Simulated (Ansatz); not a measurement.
Computed with Ansatz on PBE0-D4/def2-TZVP structures; ΔE is electronic, products minus reactants. CCSD(T)/CBS adds triple-zeta CCSD(T) − MP2 to the extrapolated MP2 energy (def2 sets, frozen cores). Functionals use def2-TZVPP. B3LYP here is the variant with VWN-RPA as its local correlation; programs differ in this. One conformer a species, not always the lowest.

Reaction (redistribution): `CC[Si]O[SiH3]` + `C=C[Si](N)(Cl)OC` → `CC[Si]OC` + `C=C[Si](N)(Cl)O[SiH3]`

`CC[Si]O[SiH3]`:

Z-matrix (Å, degrees):
```
C
C 1 1.531
H 1 1.093 2 111.7
H 1 1.094 2 111.9 3 -120.0
H 1 1.095 2 111.8 3 119.9
Si 2 1.908 1 112.2 3 -177.2
H 2 1.099 1 110.2 3 61.1
H 2 1.096 1 110.1 3 -56.3
O 6 1.651 2 101.1 1 -67.0
Si 9 1.643 6 150.4 2 -4.8
H 10 1.483 9 108.6 6 -141.9
H 10 1.488 9 111.0 6 -21.9
H 10 1.485 9 109.2 6 98.4
```

`C=C[Si](N)(Cl)OC`:

```xyz
15

C    -2.368   -1.449    0.621
C    -1.565   -0.402    0.783
Si   -0.098   -0.019   -0.269
N    -0.186    1.370   -1.255
Cl    0.201   -1.564   -1.605
O     1.147    0.126    0.770
C     2.478    0.411    0.395
H    -3.231   -1.617    1.260
H    -2.192   -2.186   -0.157
H    -1.791    0.298    1.588
H    -0.533    1.301   -2.197
H    -0.364    2.277   -0.854
H     3.015    0.752    1.282
H     2.520    1.191   -0.371
H     2.968   -0.488    0.009
```

`CC[Si]OC`:

```xyz
13

C    -1.093    1.215    0.248
C     0.440    1.216    0.292
Si    1.059   -0.106    1.530
O     0.884   -1.519    0.704
C     0.470   -1.853   -0.598
H    -1.526    1.308    1.249
H    -1.483    2.046   -0.346
H    -1.484    0.291   -0.185
H     0.797    2.188    0.652
H     0.857    1.087   -0.714
H    -0.500   -2.355   -0.554
H     0.384   -0.976   -1.245
H     1.195   -2.544   -1.034
```

`C=C[Si](N)(Cl)O[SiH3]`:

Cartesian coordinates in Å:
```
C 2.442 0.632 0.228
C 1.871 -0.564 0.116
Si 0.049 -0.798 0.001
N -0.361 -1.689 -1.382
Cl -0.674 -1.918 1.576
O -0.629 0.681 0.117
Si -2.024 1.441 0.520
H 1.848 1.540 0.270
H 3.520 0.754 0.284
H 2.506 -1.448 0.078
H -1.190 -2.257 -1.418
H -0.034 -1.421 -2.295
H -1.948 2.827 -0.004
H -2.186 1.474 1.995
H -3.190 0.746 -0.086
```

```json
{"level": "B3LYP-D4", "ΔE (kcal/mol)": "-2.1"}
{"level": "r2SCAN", "ΔE (kcal/mol)": "-2.4"}
```

What does CCSD(T)/CBS give? (Best estimate.)

Ansatz gave: -2.0 kcal/mol. The listed levels differ from it by -0.1, -0.4 kcal/mol.

Largest T1 diagnostic among the species: 0.013.
